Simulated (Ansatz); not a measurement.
Diatomic TePb, closed-shell singlet (the spin of the measured ground state). No spin–orbit coupling.

D_e counts from the fitted minimum to each atom's lowest state at the same level, without counterpoise. The singlet is restricted.

Correlated levels freeze the inner cores; with def2 sets outer-core shells near the valence are correlated too. CBS(a, b) extrapolates the correlation energy as X⁻³ and adds the Hartree–Fock energy of set b.

The values were computed with Ansatz (Gaussian basis) for Hartree–Fock, density functionals and correlated methods. Each number belongs to the level named beside it. In def2 rows elements past Kr take small-core potentials, without spin–orbit coupling.

| level | bond energy D_e (kJ/mol) |
|---|---|
| B97M-V/def2-TZVPP | 390.6 |
| B3LYP/def2-TZVPP | 370.5 |
| CAM-B3LYP/def2-TZVPP | 345.6 |
| wB97X-V/def2-TZVPP | 362.4 |
| wB97M-V/def2-TZVPP | 340.6 |
| CCSD/def2-TZVPP | [?] |
| CCSD/def2-QZVPP | 343.4 |
| CCSD(T)/def2-QZVPP | [?] |
| CCSD(T)/CBS(def2-TZVPP, def2-QZVPP) | 397.3 |

What belongs in the gaps?


- CCSD/def2-TZVPP, bond energy D_e (kJ/mol): 325.9
- CCSD(T)/def2-QZVPP, bond energy D_e (kJ/mol): 382.6

Doubts at one or more of the structures used: a restricted determinant that unrestricted orbitals would lower (CCSD/def2-TZVPP, CCSD/def2-QZVPP, CCSD(T)/def2-QZVPP, CCSD(T)/CBS(def2-TZVPP, def2-QZVPP)).

Ansatz is a first-principles code.
